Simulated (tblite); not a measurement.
C8H9P.
Geometry (GFN2-xTB, Å), atoms numbered from 1 in this order:
```
atom  x, y, z in Å
C1     2.8605   -0.1110   -0.3255
C2     2.2684    1.0027    0.2465
C3     0.8986    1.1185    0.4144
C4    -0.0281    0.1584    0.0423
C5    -1.4617    0.4229    0.2855
C6    -2.3837   -0.7088    0.6578
C7    -2.4956   -0.0807   -0.6877
P8     0.4155   -1.3638   -0.7055
C9     2.1361   -1.1947   -0.7740
H10    3.9383   -0.1311   -0.4249
H11    2.8981    1.8176    0.5744
H12    0.5212    2.0268    0.8703
H13   -1.6595    1.3830    0.7500
H14   -3.1569   -0.5191    1.3869
H15   -1.9480   -1.6959    0.7228
H16   -2.1368   -0.6385   -1.5412
H17   -3.3471    0.5487   -0.8978
H18    2.6721   -2.0285   -1.2125
```

Calculated harmonic vibrations of the isolated species, GFN2-xTB (tblite), most abundant isotopes, no scaling. This tight-binding method is rough: wavenumbers can miss measured ones by several per cent, in bad cases by 10 to 20. One conformer, not necessarily the lowest.

Harmonic wavenumbers (cm⁻¹): 54.9, 129.4, 175.4, 251.8, 297.5, 335.9, 455.4, 490.8, 504.1, 578.6, 655.2, 736.0, 798.3, 813.3, 848.8, 849.8, 866.4, 906.8, 923.1, 950.1, 954.2, 1022.5, 1066.7, 1067.0, 1083.7, 1093.2, 1151.6, 1171.6, 1188.0, 1209.3, 1244.9, 1285.8, 1344.3, 1379.9, 1401.9, 1423.6, 1475.2, 1513.6, 1562.7, 3023.5, 3030.6, 3030.8, 3049.4, 3068.5, 3070.4, 3076.8, 3086.3, 3101.6.

A = 3151, B = 1060, C = 845.1 MHz; mass 136.044 u (most abundant isotopes); point group Cs, symmetry number 1.

Problem. Zero-point energy?

Solution. Half the sum of the wavenumbers: 31400 cm⁻¹ = 89.78 kcal/mol.

Problem. What is S at 500 K and 1 bar for an ideal gas of classical rigid rotors and harmonic oscillators?

Solution. Translation 43.23, rotation 30.66, vibration 37.91: S = 111.8 cal/(mol K).

Problem. And Cp and H(500 K) − H(0)?

Solution. Cp = 53.42 cal/(mol K), of which vibrations give 45.47 (their classical limit is 48 R = 95.4); H(500 K) − H(0) = 14.61 kcal/mol without the zero-point energy, 10.63 from vibrations.

Problem. Blend soft modes into free rotors: weight 1/[1 + (100 cm⁻¹/ν̃)⁴] for the oscillator and the rest for a rotor with moment μB/(μ + B), μ = h/(8π²ν), B = 10⁻⁴⁴ kg m². What vibrational entropy results?

Solution. 36.08 cal/(mol K) in place of 37.91, which changes −T·S at 500 K by +0.91 kcal/mol.

Problem. Which modes carry the vibrational entropy at 500 K?

Solution. 54.9 cm⁻¹: 5.66; 129.4 cm⁻¹: 3.96; 175.4 cm⁻¹: 3.37; 251.8 cm⁻¹: 2.67; 297.5 cm⁻¹: 2.36; 335.9 cm⁻¹: 2.13 cal/(mol K); the other 42 give 17.77 together.

Problem. How do the functions run with temperature in this model?

Solution. 
```json
{"T (K)": "100", "S (cal/(mol K))": "65.8", "Cp (cal/(mol K))": "14.5", "H − H(0) (kcal/mol)": "1.08", "G − H(0) (kcal/mol)": "-5.50", "ln q(vib)": "0.91"}
{"T (K)": "200", "S (cal/(mol K))": "78.3", "Cp (cal/(mol K))": "23.1", "H − H(0) (kcal/mol)": "2.94", "G − H(0) (kcal/mol)": "-12.72", "ln q(vib)": "2.50"}
{"T (K)": "300", "S (cal/(mol K))": "89.7", "Cp (cal/(mol K))": "33.8", "H − H(0) (kcal/mol)": "5.77", "G − H(0) (kcal/mol)": "-21.13", "ln q(vib)": "4.30"}
{"T (K)": "800", "S (cal/(mol K))": "141.2", "Cp (cal/(mol K))": "71.1", "H − H(0) (kcal/mol)": "33.57", "G − H(0) (kcal/mol)": "-79.38", "ln q(vib)": "14.87"}
{"T (K)": "1000", "S (cal/(mol K))": "157.9", "Cp (cal/(mol K))": "78.4", "H − H(0) (kcal/mol)": "48.56", "G − H(0) (kcal/mol)": "-109.32", "ln q(vib)": "19.05"}
```

q(vib) and H(0) count from the zero-point level.

Hindered rotation and anharmonicity are outside this model. Other conformers, if any are populated, would add a mixing term that is left out.
